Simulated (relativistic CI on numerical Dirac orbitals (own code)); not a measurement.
## Zn3+: 3d valence photoemission

Computed with this model: Dirac-Coulomb-Breit CI, separate exchange-only KLI orbitals for each configuration, QED by a radiative potential, multiplet model of photoemission in the sudden approximation, unscaled Slater integrals; configurations [Ar] 3d9 → [Ar] 3d8; 300 K; Lorentzian 0.3 eV and Gaussian 0.5 eV FWHM. Energies are those of the free ion, without screening or charge transfer. The energies are binding energies and can lie tens of eV above those of solids. S is read from ⟨S²⟩ = S(S + 1).

Field parameters in Wybourne normalisation: D3d B²₀ = −7Dσ, B⁴₀ = −14Dq − 21Dτ, B⁴₃ = −14√(10/7) Dq; D4h B²₀ = −7Ds, B⁴₀ = 21(Dq − Dt), B⁴₄ = 21√(5/14) Dq; Oh B⁴₀ = 21Dq, B⁴₄ = √(5/14) B⁴₀; Td as Oh with Dq negative (B⁴₀ = 21Dq, B⁴₄ = √(5/14) B⁴₀). The field is a parameter set, without covalency.

Peaks in eV (height, largest 100): 57.1 (100), 59.8 (43), 60.3 (47), 61.2 (52).

(1) Which surroundings give this spectrum?
A. free ion
B. D3d, 10Dq = 14650, Dσ = 530, Dτ = -130 cm⁻¹
C. D4h, 10Dq = 16450, Ds = -930, Dt = 880 cm⁻¹
D. Oh, 10Dq = 7800 cm⁻¹

Answers

(1) A. free ion, where the ground state has S = 0.50.
